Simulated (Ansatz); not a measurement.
Problem. Name a neutral molecule of Cl, N, Si and H with HOMO energy (PBE0/def2-TZVPP) between -8.05 and -7.75 eV and LUMO energy (PBE0/def2-TZVPP) between -0.40 and -0.10 eV (Ansatz, PBE0-D4/def2-TZVP geometry).

Solution. `N[SiH](Cl)[Si](N)(Cl)Cl` (-7.86 eV, -0.35 eV). Other molecules can fit too; these were computed, each in one conformer that needn't be the lowest.
